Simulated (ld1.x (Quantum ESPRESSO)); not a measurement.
# Bi (Z = 83), TM: configuration errors across variants

ld1.x (Quantum ESPRESSO) 7.5 input, shortened:

```
&input
   title='Bi', zed=83., rel=1, dft='REVPBE', iswitch=3,
   config='[Xe] 4f14 5d10 6s2 6p2'
 /
 &inputp
   pseudotype=2, tm=.true., lloc=0,
   nlcc=.false.
 /
2
6P  2  1   2.00   0.00  1.95  1.95  0.0
6S  1  0   2.00   0.00  1.50  1.50  0.0
 &test
   configts(1)='6s2 6p2'
 /
```

All-electron excitation energies from the reference (eV): (1) 6s2 6p3 -7.842; (2) 6s2 6p1 15.147; (3) 6s2 6p0 38.354; (4) 6s2 6p2.5 -4.777; (5) 6s2 6p3.3 -8.918; (6) 6s0 6p5 12.622; (7) 6s1 6p3 10.818.

4 further variants failed, have other tests or another functional or relativity, and are left out.

A true bound ghost makes a file unfit for plane-wave use even where its test errors are small: the radial tests pick states by their node count and pass the ghost by.

Errors AE − PS in meV (a dash: test not solved or not reliable):

| change | (1) | (2) | (3) | (4) | (5) | (6) | (7) | bound ghosts |
| --- | --- | --- | --- | --- | --- | --- | --- | --- |
| base | +5.8 | -1.1 | +65 | +2.7 | +8.4 | +208 | +31 | d |
| type RRKJ | +5.7 | -1.7 | +61 | +2.7 | +8.2 | +172 | +24 | d |
| wave 6p (bound): rc 1.95 bohr becomes 6p (bound): rc 2.86 bohr | +5.6 | -2.3 | +57 | +2.6 | +8.2 | +194 | +28 | d |
| all radii scaled by about 1.23 (s 1.84, p 2.40 bohr) | +5.1 | -4.4 | +41 | +2.4 | +7.5 | +110 | +21 | d |
| wave 6s (bound): rc 1.50 bohr becomes 6s (bound): rc 1.88 bohr | +5.2 | -4.6 | +39 | +2.4 | +7.6 | +177 | +32 | d |
| all radii scaled by about 0.85 (s 1.28, p 1.66 bohr) | +8.0 | +8.9 | +138 | +3.5 | +11 | +433 | +62 | p, s (extra level of the local part), d |
| wave 6s (bound): rc 1.50 bohr becomes 6s (bound): rc 1.82 bohr | +5.2 | -4.6 | +39 | +2.4 | +7.6 | +172 | +32 | d |

Give the same row for: core correction a·sin(br)/r model core inside 1.84 bohr.

-4.5, -34, -176, -0.7, -6.6, -108, -37; bound ghosts: d.
